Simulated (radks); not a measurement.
Values are calculated unless marked as measured or tabulated.
Initial-state core-level shifts of neutral molybdenum when its valence configuration changes from [Kr] 4d5 5s1. Level of theory: Dirac Kohn-Sham, PBE, spin-unpolarised, spherical densities, point nucleus; open shells are shared between the two j in proportion to 2j + 1 (a radial shooting solver on a logarithmic mesh with Libxc functionals). Shifts are changes of the shell-averaged eigenvalues in eV (positive: less bound).

| valence | 2p | 3s | 4s | 4p |
|---|---|---|---|---|
| 4d6 | +2.243 | +2.234 | +2.138 | +2.035 |
| 4d5.5 5s0.5 | +1.220 | +1.213 | +1.154 | +1.097 |
| 4d5 5p1 | -1.303 | -1.320 | -1.361 | -1.375 |
| 4d4.5 5s1.5 | -1.409 | -1.396 | -1.308 | -1.241 |
| 4d4 5s2 | -2.997 | -2.960 | -2.752 | -2.606 |
| 4d4 5s1 5p1 | -4.346 | -4.323 | -4.132 | -3.988 |
| 4d4 5p2 | -5.562 | -5.554 | -5.378 | -5.232 |
| 4d5 5s0.5 5p0.5 | -0.676 | -0.685 | -0.706 | -0.714 |
| 4d3.5 5s0.5 5p2 | -7.336 | -7.290 | -6.932 | -6.687 |
